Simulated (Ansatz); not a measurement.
Species: C3H3F4 (charge 0, doublet). It need not be the lowest isomer of its formula. SMILES: F[C](F)CC(F)F
Coordinates optimised at B3LYP-D3(BJ)/def2-TZVP (Ansatz, a quantum-chemistry and plane-wave program):
```xyz
10

F      1.9941     0.8512    -1.1601
C      1.1106     0.5752    -0.2000
F      1.7511     0.2764     0.9381
C      0.0353    -0.3833    -0.5892
C     -1.0751    -0.4585     0.4385
F     -1.7608     0.7207     0.4792
F     -1.9583    -1.4324     0.0659
H      0.4629    -1.3870    -0.7105
H     -0.3918    -0.0741    -1.5430
H     -0.7308    -0.6826     1.4496
```
Charge 0, spin multiplicity 2.

Quantity: atomisation energy (electronic, to ground-state atoms); the coupled-cluster value holds the core correlation from cc-pwCVTZ, in kcal/mol. Cores are frozen in the correlated levels unless marked. UHF or UKS for open shells. Spin-orbit coupling is left out. Non-relativistic. CBS(X,Y): correlation extrapolated as X^-3; Hartree-Fock from the larger set.

Level to compare with: CCSD(T)/CBS(cc-pVTZ,cc-pVQZ) plus the core term (Ansatz), 949.0 kcal/mol. It is a level with limits of its own, and the differences hold the functionals' basis error too.

Q: Rank these functionals by how close they come to CCSD(T)/CBS(cc-pVTZ,cc-pVQZ), closest first: BLYP/def2-TZVPD (Ansatz); LC-wPBE/def2-TZVPD (Ansatz); PBE0/def2-TZVPD (Ansatz); PBE/def2-TZVPD (Ansatz).

A: BLYP/def2-TZVPD (GGA, 944.4 kcal/mol, difference -4.6), PBE0/def2-TZVPD (global hybrid, 954.9 kcal/mol, difference 5.9), LC-wPBE/def2-TZVPD (range-separated hybrid, 959.7 kcal/mol, difference 10.7), PBE/def2-TZVPD (GGA, 987.6 kcal/mol, difference 38.6)
